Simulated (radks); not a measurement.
Values are calculated unless marked as measured or tabulated.
Task: Coherent X-ray form factor from a spherical all-electron density. Level of theory: non-relativistic Kohn-Sham, XLYP, spin-unpolarised, spherical densities, point nucleus (a radial shooting solver on a logarithmic mesh with Libxc functionals).

| sin(theta)/lambda (1/angstrom) | f0 (electrons) |
|---|---|
| 0.05 | 2.884 |
| 0.1 | 2.603 |
| 0.15 | 2.289 |
| 0.2 | 2.030 |
| 0.25 | 1.845 |
| 0.3 | 1.714 |
| 0.4 | 1.524 |
| 0.5 | 1.353 |
| 0.6 | 1.181 |
| 0.8 | 0.863 |
| 1 | 0.614 |
| 1.25 | 0.399 |
| 1.5 | 0.262 |
| 2 | 0.121 |

The species is in the configuration that NIST lists as its ground one. Which atom or ion scatters so?

Result: The beryllium ion Be+, [He] 2s1. Extrapolating in s^2 from the first two rows gives f0(0) = 3.0, near the electron count 3; among species with that count, the fall with angle is slower the higher Z, and the table is that of Z = 4; from so few rows the species is fixed only to a neighbour or two.
